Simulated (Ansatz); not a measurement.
```yaml
crystal:
  periodic: [false, false, false]
  atoms:
    - {symbol: N, position_ang: [-0.146043, 1.422878, -0.250488]}
    - {symbol: Si, position_ang: [-0.308222, -0.184362, 0.187573]}
    - {symbol: Se, position_ang: [1.741249, -0.803225, 0.867823]}
    - {symbol: Br, position_ang: [-0.966766, -1.563496, -1.423663]}
    - {symbol: H, position_ang: [-1.022061, 2.024368, -0.244087]}
    - {symbol: H, position_ang: [0.539972, 1.741798, -0.924397]}
    - {symbol: H, position_ang: [-1.367707, -0.349649, 1.185852]}
    - {symbol: H, position_ang: [1.531480, -2.188224, 0.513914]}
basis:
  gaussian: {orbitals: def2-SVPD}
magnetization: {spin_polarized: true, initial_magnetization: 2}
hamiltonian: {xc: {name: HF}}
correlation: {active_space: {window: {electrons: 2, orbitals: 1}}}
output: {forces: true}
```

```sh
$ ansatz run in.yaml --threads 4 --pin off --events-out ev --progress --plain --max-ram 10444MiB
```

How does Ansatz answer? (Best estimate.)

Ansatz gave: The input was rejected before any iteration.
```
Error: invalid value for `correlation.active_space`: it starts from restricted Hartree–Fock orbitals; set hamiltonian.xc: hf without magnetization.spin_polarized
```
